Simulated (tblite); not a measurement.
Species: C7H11BOSi.
Numbering: `[CH2:1]=[CH:2][SiH2:3][CH2:4][BH:5][c:6]1[cH:7][cH:8][cH:9][o:10]1` (hydrogens: H11, H12 on C1; H13 on C2; H14, H15 on Si3; H16, H17 on C4; H18 on B5; H19 on C7; H20 on C8; H21 on C9)

Computed with GFN2-xTB (tblite), gas phase: L-BFGS steps from a force-field or distance-geometry start until the largest atomic force falls under 0.01 eV/Å.

The end geometry, which sets the zero of energy:
```
atom  x, y, z in Å
C1     -4.0199   -0.2472    0.4056
C2     -2.6963   -0.2536    0.4311
Si3    -1.5792   -0.5937   -1.0476
C4     -0.3866    0.8885   -1.3043
B5      0.4201    1.1300   -0.0005
C6      1.6719    0.2925    0.2887
C7      2.5510    0.3109    1.3550
C8      3.5266   -0.6736    1.1153
C9      3.1871   -1.2368   -0.0819
O10     2.0915   -0.6710   -0.5826
H11    -4.5673   -0.4496   -0.5011
H12    -4.6221   -0.0404    1.2781
H13    -2.2033   -0.0381    1.3730
H14    -0.8243   -1.8319   -0.8050
H15    -2.3911   -0.7471   -2.2650
H16     0.2439    0.6100   -2.1473
H17    -0.9902    1.7434   -1.6067
H18     0.0817    1.9105    0.8062
H19     2.4934    0.9626    2.2037
H20     4.3604   -0.9316    1.7365
H21     3.6439   -2.0237   -0.6517
```

Question: These geometries come from the run, each turned onto the end geometry. Order them by energy, lowest first.
A.
```
atom  x, y, z in Å
C1     -3.9245    0.0027    0.4625
C2     -2.6742   -0.4348    0.4758
Si3    -1.6192   -0.6992   -1.0640
C4     -0.4151    0.7694   -1.3584
B5      0.3746    1.0708   -0.0566
C6      1.6688    0.3076    0.2533
C7      2.4605    0.2991    1.3865
C8      3.5089   -0.6113    1.1631
C9      3.2993   -1.1031   -0.0938
O10     2.2123   -0.5670   -0.6431
H11    -4.4284    0.2424   -0.4605
H12    -4.5076    0.1411    1.3611
H13    -2.2229   -0.6596    1.4364
H14    -0.8752   -1.9582   -0.9136
H15    -2.5070   -0.7850   -2.2343
H16     0.2266    0.4578   -2.1814
H17    -1.0193    1.6084   -1.7015
H18    -0.0129    1.8389    0.7402
H19     2.2911    0.8787    2.2715
H20     4.3034   -0.8738    1.8322
H21     3.8521   -1.8148   -0.6759
```
B.
```
atom  x, y, z in Å
C1     -3.5803    0.1517    0.5155
C2     -2.6149   -0.7421    0.3673
Si3    -1.5102   -0.8145   -1.1605
C4     -0.5873    0.8555   -1.3106
B5      0.3132    1.1246   -0.0681
C6      1.5501    0.2778    0.2511
C7      2.4234    0.4130    1.3142
C8      3.4191   -0.5691    1.1756
C9      3.0946   -1.2525    0.0384
O10     1.9884   -0.7620   -0.5190
H11    -3.7775    0.8895   -0.2454
H12    -4.2195    0.2099    1.3849
H13    -2.4616   -1.4590    1.1635
H14    -0.5683   -1.9325   -1.0274
H15    -2.3769   -0.9978   -2.3439
H16    -0.0031    0.7864   -2.2261
H17    -1.3286    1.6408   -1.4625
H18     0.0461    1.9815    0.6891
H19     2.3487    1.1399    2.0953
H20     4.2589   -0.7509    1.8153
H21     3.5770   -2.0800   -0.4475
```
C.
```
atom  x, y, z in Å
C1     -3.6352    0.2036    0.5318
C2     -2.6248   -0.6424    0.4043
Si3    -1.5684   -0.8186   -1.1485
C4     -0.4891    0.7549   -1.3632
B5      0.2523    1.0473   -0.0304
C6      1.5551    0.3060    0.2904
C7      2.3950    0.3630    1.3863
C8      3.4417   -0.5503    1.1633
C9      3.1789   -1.1141   -0.0529
O10     2.0660   -0.6120   -0.5817
H11    -3.9430    0.8450   -0.2788
H12    -4.2034    0.3028    1.4448
H13    -2.3643   -1.2578    1.2579
H14    -0.7317   -2.0196   -1.0228
H15    -2.4302   -0.9512   -2.3367
H16     0.1853    0.5382   -2.1901
H17    -1.1544    1.5592   -1.6749
H18    -0.1784    1.7888    0.7684
H19     2.2658    0.9939    2.2427
H20     4.2706   -0.7649    1.8072
H21     3.7036   -1.8617   -0.6174
```
D.
```
atom  x, y, z in Å
C1     -3.9740   -0.1454    0.4147
C2     -2.6659   -0.3504    0.4431
Si3    -1.5763   -0.6421   -1.0659
C4     -0.4079    0.8605   -1.3194
B5      0.3877    1.1116   -0.0102
C6      1.6535    0.2969    0.2899
C7      2.5311    0.3327    1.3577
C8      3.5196   -0.6407    1.1249
C9      3.1897   -1.2160   -0.0694
O10     2.0872   -0.6674   -0.5744
H11    -4.5238   -0.1303   -0.5142
H12    -4.5608    0.0200    1.3063
H13    -2.1689   -0.3483    1.4082
H14    -0.7990   -1.8723   -0.8535
H15    -2.4118   -0.7839   -2.2694
H16     0.2328    0.5944   -2.1582
H17    -1.0253    1.7055   -1.6229
H18     0.0235    1.8842    0.7919
H19     2.4661    0.9858    2.2050
H20     4.3538   -0.8867    1.7507
H21     3.6602   -1.9980   -0.6353
```
E.
```
atom  x, y, z in Å
C1     -3.5682    0.1656    0.4960
C2     -2.6160   -0.7369    0.3587
Si3    -1.5303   -0.7955   -1.1331
C4     -0.6148    0.8326   -1.3320
B5      0.2962    1.0995   -0.0413
C6      1.5667    0.2394    0.2351
C7      2.4300    0.4064    1.3021
C8      3.4050   -0.5605    1.1607
C9      3.0786   -1.2607    0.0089
O10     1.9762   -0.7549   -0.5125
H11    -3.7631    0.9030   -0.2816
H12    -4.1977    0.1785    1.3909
H13    -2.4489   -1.4667    1.1669
H14    -0.5783   -1.9023   -1.0184
H15    -2.3829   -0.9990   -2.3211
H16     0.0166    0.7884   -2.2215
H17    -1.3501    1.6504   -1.4273
H18     0.0437    2.0109    0.6551
H19     2.3586    1.1395    2.1049
H20     4.2485   -0.7442    1.8140
H21     3.6213   -2.0834   -0.4049
```

Answer: D (0.003 eV), A (0.015 eV), C (0.029 eV), B (0.070 eV), E (0.298 eV).

In the order of the answer:

| step | E above end (eV) | largest force (eV/Å) | rms force component (eV/Å) | rms distance from end (Å) | rms bond change (Å) | bond most changed (Å) |
| --- | --- | --- | --- | --- | --- | --- |
| 151 | 0.003 | 0.05 | 0.012 | 0.112 | 0.001 | B5–C6 +0.001 |
| 134 | 0.015 | 0.04 | 0.012 | 0.262 | 0.001 | Si3–C4 +0.002 |
| 76 | 0.029 | 0.03 | 0.008 | 0.494 | 0.001 | Si3–H15 +0.002 |
| 7 | 0.070 | 0.12 | 0.043 | 0.549 | 0.003 | Si3–H15 +0.007 |
| 0 | 0.298 | 2.80 | 0.619 | 0.553 | 0.024 | C6–O10 -0.055 |

The cost below is that of the whole relaxation. Hardware: Arm Neoverse V2, one thread, no GPU, on a shared host. Cost: 1.4 s of wall time.
